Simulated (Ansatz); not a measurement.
The molecule LiS-, multiplicity 3 (an upper state: multiplicity 1 came lower at CCSD(T)/def2-TZVPP on PBE0 minima).

The constants come from a fifth-degree fit in 1/R (seven points, main isotopes). Runs in def2 and cc sets follow the lowest solution found near the PBE0 minimum.

Codes used: Ansatz (an electronic-structure program). Each number belongs to the level named beside it.

```csv
level,r_e (Å),ω_e (cm⁻¹),ω_e x_e (cm⁻¹),B_e (cm⁻¹)
PBE/def2-TZVPP,2.278,443,4.8,0.565
PBE0/def2-TZVPP,2.270,452,5.0,0.569
wB97X-V/def2-TZVPP,2.278,450,4.7,0.564
CCSD/def2-TZVPP,2.280,452,4.7,0.564
CCSD(T)/def2-TZVPP,2.279,452,4.7,0.564
```

Correlated levels freeze the inner cores; with def2 sets outer-core shells near the valence are correlated too.
